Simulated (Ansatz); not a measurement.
A made-up structure of Si₂H₂I (charge +1), singlet:

| atom | x (Å) | y (Å) | z (Å) |
| --- | --- | --- | --- |
| Si1 | -0.0125 | 0.5010 | 0.0243 |
| Si2 | -1.7710 | -0.5643 | -0.0445 |
| I3 | 0.7472 | -1.7282 | -0.0783 |
| H4 | 0.5315 | 0.9626 | -1.3045 |
| H5 | 0.5048 | 0.8289 | 1.4030 |

It is relaxed with PBE-D4/def2-SVP and then PBE0-D4/def2-TZVP (Ansatz 0.2.0). Atoms count as bonded within 1.22 times the sum of their covalent radii (H–H: 0.88 Å). The end point is not checked to be a true minimum.

**Question.** Does its bonding change? (Judge from chemistry; the calculation decides.)

**Answer.** Computed: No: no bond forms or breaks.

Where it ends: The first stage lowers the energy by 1.41 eV in 6 steps. It ends as Si₂H₂I ([Si]1[SiH2][I]1), total charge +1:
Si1  (0.049, 0.586, 0.029)
Si2  (-1.819, -0.882, -0.061)
I3  (0.526, -1.933, -0.090)
H4  (0.634, 1.176, -1.193)
H5  (0.610, 1.053, 1.315)
(Å)

Labels in which every atom is bracketed show which atoms are joined, not bond orders.

For scale, one of the runs: PBE0-D4/def2-TZVP relaxation, 136 basis functions, launched by `ansatz run in.yaml --threads 2 --pin off --events-out ev --progress --plain --max-ram 4352MiB`. Hardware: 2 CPU threads of an Arm Neoverse V2, shared host. Wall time about 17 s.
